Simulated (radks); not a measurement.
The mean radii <r> (bohr) of the occupied orbitals of an atom or ion are listed with their occupations. All-electron calculation, scalar-relativistic Kohn-Sham, PBEsol, spin-polarised, spherical densities, finite nucleus; Fermi nuclear charge, rms radius of each element as measured or else 0.836 A^(1/3) + 0.57 fm. Program: a radial shooting solver on a logarithmic mesh with Libxc functionals.

orbital  occ.      <r>
1s up       1  0.02458
1s down     1  0.02458
2s up       1   0.1051
2s down     1   0.1051
2p up       3  0.09219
2p down     3  0.09219
3s up       1   0.2750
3s down     1   0.2749
3p up       3   0.2719
3p down     3   0.2718
3d up       5   0.2472
3d down     5   0.2471
4s up       1   0.5679
4s down     1   0.5678
4p up       1   0.5817

Name the element and its charge. Open shells, if any, are filled with parallel spins first.

Answer. Z = 58, cerium, charge +27: Ce27+ in [Ar] 3d10 4s2 4p1. The 1s radius gives Z: for a bare nucleus <r> = (2 gamma + 1)/(2Z) with gamma = sqrt(1 - (Z/c)^2), 0.02424 bohr for Z = 58, and screening makes it slightly larger (0.02458 here). The occupations add up to 31, and the charge is Z minus that.
